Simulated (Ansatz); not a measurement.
`O=C[SiH]([SiH3])[SiH3]` + `CBCl` → `O=CCBCl` + `[SiH3][SiH2][SiH3]`  (formal exchange of groups at a C–Si bond)

Gas-phase electronic energies from Ansatz, PBE0-D4/def2-TZVP geometries. CBS: MP2 limit from def2 TZ/QZ plus the TZ coupled-cluster correction, frozen cores. DFT in def2-TZVPP. Each species was taken in one conformer, which may not be the lowest.

| level | ΔE (eV) |
| --- | --- |
| r2SCAN-D4 | -0.04 |
| ωB97M-V | -0.05 |
| SCS-MP2/def2-TZVPP | -0.07 |
| MP2/CBS(def2) | -0.05 |

Question: What does CCSD(T)/CBS give? (Best estimate.)

Answer: Computed: -0.04 eV. The listed levels differ from it by 0.00, -0.01, -0.03, -0.01 eV.

Largest T1 diagnostic among the species: 0.016.

From PBE to PBE0 (25 % exact exchange), in def2-TZVPP and without D4, ΔE moves by −0.04 eV. In def2-TZVPP, CCSD(T) changes the Hartree–Fock value by +0.09 eV (the triples alone add +0.02 eV) and MP2 by +0.08 eV. The D4 term adds +0.03 eV with B3LYP and +0.02 eV with PBE0; it sums over pairs of atoms, weighted by their polarisabilities, and B3LYP, whose exchange is more repulsive, gets the larger term.

B3LYP here is the variant with VWN-RPA as its local correlation; programs differ in this.
